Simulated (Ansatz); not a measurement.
[Cu(H2O)2]+ (CuO2H4⁺). The state is a singlet with charge 1. Geometry PBE0-D4/def2-TZVP.

```xyz
7

Cu    0.002    0.000   -0.001
O     0.039   -1.806    0.609
H     0.636   -2.478    0.264
H    -0.709   -2.250    1.023
O    -0.029    1.805   -0.614
H     0.743    2.274   -0.946
H    -0.682    2.456   -0.336
```

Task: Estimate the orbital energies around the gap (eV) in Ansatz with HF/def2-TZVP, LDA (SPW92)/def2-TZVP, PBE-D4/def2-TZVP, PBE0-D4/def2-TZVP, CAM-B3LYP-D4/def2-TZVP.

Result: 
| orbital | HF/def2-TZVP | LDA (SPW92)/def2-TZVP | PBE-D4/def2-TZVP | PBE0-D4/def2-TZVP | CAM-B3LYP-D4/def2-TZVP |
| --- | --- | --- | --- | --- | --- |
| HOMO−5 | -20.50 | -14.23 | -14.03 | -15.85 | -17.45 |
| HOMO−4 | -18.92 | -11.51 | -11.21 | -13.24 | -14.89 |
| HOMO−3 | -18.92 | -11.39 | -11.10 | -13.19 | -14.82 |
| HOMO−2 | -18.85 | -11.38 | -11.09 | -13.19 | -14.82 |
| HOMO−1 | -18.30 | -11.09 | -10.79 | -12.81 | -14.43 |
| HOMO | -17.13 | -11.02 | -10.72 | -12.37 | -14.00 |
| LUMO | -2.88 | -7.03 | -6.85 | -5.75 | -4.89 |
| LUMO+1 | -1.02 | -5.01 | -4.95 | -3.94 | -3.20 |
| LUMO+2 | 0.56 | -3.97 | -3.66 | -2.53 | -1.69 |
| LUMO+3 | 0.56 | -3.62 | -3.48 | -2.29 | -1.46 |
| LUMO+4 | 0.93 | -3.11 | -2.85 | -1.81 | -1.10 |
| LUMO+5 | 2.12 | -2.91 | -2.84 | -1.73 | -0.88 |
